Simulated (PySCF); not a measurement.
PbCl, SMILES [Cl][Pb+] (connectivity only; charge and spin as stated), charge +1, multiplicity 1.

The structure is a stationary point at PBE-D3(BJ)/def2-TZVP. The spin state was assumed, not searched. The def2 effective core potentials stand for the cores of Pb; spin–orbit coupling is left out.

These are PBE-D3(BJ)/def2-TZVP (PySCF 2.14.0) values and carry that method's errors.

Frequencies are harmonic and unscaled.

```json
[
 {"mode": "1", "ν (cm⁻¹)": "369", "IR (km/mol)": "33.9", "moving atoms (share of kinetic energy)": "Cl 85 %, Pb 15 %"}
]
```
